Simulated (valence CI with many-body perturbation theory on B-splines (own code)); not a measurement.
**Ta⁴¹⁺: E2, M1 decay**

Computed by configuration interaction combined with many-body perturbation theory (CI+MBPT): four valence electrons over a frozen Dirac-Fock core [Ar] 3d10, radial functions for each j: 11 s, 11 p, 10 d, 8 f, 5 g, 2 h, with the one-electron correlation potential Σ1 (screened to all orders), the two-electron term Σ2, the three-electron term Σ3, Breit, model QED; selected single and double excitations, second order for the rest, scaled by the run's own slope (own B-spline code, finite nucleus).

No measured spectrum was set against this ion. As an estimate, large intervals hold to a few tenths of a per cent, small ones and those within an open d or f shell to about a per cent. Among the levels kept, up to 390 cm⁻¹ of a level comes from second order outside the variational space, and about a tenth of that is noise between levels of different J, which matters for small intervals.

Lines 1 to 11 of 11 in falling wavelength, among levels below 632.70 eV, chosen from the decays that carry over 1 % of a level's rate. Wavelengths and rates use the calculated energies. Electric multipoles are in the length gauge with retardation, E1 and E2 with the static RPA response of the core. M1 uses the relativistic operator with retardation. S is in atomic units (e²a₀⁴ for E2 and M2, e²a₀⁶ for E3), for M1 in squared Bohr magnetons. Weak lines are less certain than strong ones. Lines between different terms over intervals too small for the method are left out, as are lines whose strength nearly cancels.

Levels are named by their leading jj configuration (3d3/2^4 stands for four electrons in 3d with j = 3/2), which in mixed levels can hold well under half, so a name can repeat and another be missing.

| λ vac (Å) | Upper | Lower | Type | A (s⁻¹) | S (a.u.) |
| --- | --- | --- | --- | --- | --- |
| 174.1 | (4s^2 4p3/2 4d5/2) J=4 | (4s 4p1/2 4p3/2^2) J=3 | M1 | 1.00e+06 | 1.76e+00 |
| 146.1 | (4s^2 4p1/2 4p3/2) J=1 | (4s^2 4p1/2^2) J=0 | M1 | 4.00e+06 | 1.39e+00 |
| 145.4 | (4s^2 4p3/2 4d5/2) J=4 | (4s^2 4p1/2 4d5/2) J=3 | M1 | 2.19e+06 | 2.24e+00 |
| 140.9 | (4s^2 4p3/2^2) J=2 | (4s^2 4p1/2 4p3/2) J=2 | M1 | 3.30e+06 | 1.71e+00 |
| 140.9 | (4s^2 4p3/2^2) J=2 | (4s^2 4p1/2 4p3/2) J=2 | E2 | 2.05e+05 | 5.07e-02 |
| 139.2 | (4s^2 4p1/2 4p3/2) J=2 | (4s^2 4p1/2^2) J=0 | E2 | 1.11e+05 | 2.60e-02 |
| 134.4 | (4s^2 4p3/2^2) J=2 | (4s^2 4p1/2 4p3/2) J=1 | M1 | 3.45e+06 | 1.55e+00 |
| 134.4 | (4s^2 4p3/2^2) J=2 | (4s^2 4p1/2 4p3/2) J=1 | E2 | 1.01e+05 | 1.98e-02 |
| 127.6 | (4s^2 4p3/2^2) J=0 | (4s^2 4p1/2 4p3/2) J=2 | E2 | 4.49e+05 | 1.36e-02 |
| 122.3 | (4s^2 4p3/2^2) J=0 | (4s^2 4p1/2 4p3/2) J=1 | M1 | 8.50e+06 | 5.77e-01 |
| 74.77 | (4s^2 4p3/2 4d5/2) J=4 | (4s 4p1/2^2 4p3/2) J=2 | E2 | 6.01e+04 | 1.13e-03 |
